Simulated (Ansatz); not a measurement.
(F3Sn)2NH (Sn2NF6H). Charge 0, multiplicity 1. Geometry PBE0-D4/def2-SVP.

```csv
atom,x (Å),y (Å),z (Å)
Sn1,1.057,1.089,-0.240
F2,0.570,2.377,1.082
F3,2.974,1.062,-0.143
F4,0.707,1.669,-2.023
N5,0.622,-0.844,0.175
Sn6,-1.327,-1.098,0.220
F7,-2.249,-2.139,-1.081
F8,-2.296,-1.412,1.831
F9,-1.399,0.805,-0.271
H10,1.340,-1.508,0.451
```

In the def2 sets Sn takes a core potential; there is no spin–orbit coupling.

Task: Estimate the orbital energies around the gap (eV) in Ansatz with HF/def2-TZVP, PBE-D4/def2-SVP, PBE-D4/def2-TZVP, r2SCANh-D4/def2-TZVP, PBE0-D4/def2-SVP.

Result: 
| orbital | HF/def2-TZVP | PBE-D4/def2-SVP | PBE-D4/def2-TZVP | r2SCANh-D4/def2-TZVP | PBE0-D4/def2-SVP |
| --- | --- | --- | --- | --- | --- |
| HOMO−9 | -17.89 | -10.02 | -10.43 | -11.75 | -12.27 |
| HOMO−8 | -17.60 | -9.91 | -10.31 | -11.64 | -12.18 |
| HOMO−7 | -17.38 | -9.83 | -10.19 | -11.40 | -11.88 |
| HOMO−6 | -17.35 | -9.23 | -9.66 | -10.96 | -11.45 |
| HOMO−5 | -17.23 | -9.21 | -9.65 | -10.95 | -11.43 |
| HOMO−4 | -17.15 | -9.14 | -9.61 | -10.93 | -11.37 |
| HOMO−3 | -16.91 | -9.13 | -9.54 | -10.78 | -11.22 |
| HOMO−2 | -16.85 | -8.91 | -9.38 | -10.66 | -11.09 |
| HOMO−1 | -15.19 | -8.85 | -9.35 | -10.56 | -11.01 |
| HOMO | -13.51 | -7.82 | -8.08 | -9.08 | -9.55 |
| LUMO | -0.34 | -4.67 | -4.94 | -4.45 | -3.86 |
| LUMO+1 | 1.59 | -3.11 | -3.43 | -2.80 | -2.16 |
| LUMO+2 | 1.71 | -1.74 | -1.95 | -1.35 | -0.99 |
| LUMO+3 | 2.54 | -0.54 | -0.83 | -0.17 | 0.25 |
| LUMO+4 | 3.02 | 0.13 | -0.36 | 0.45 | 0.98 |
| LUMO+5 | 3.49 | 0.42 | -0.02 | 0.69 | 1.26 |
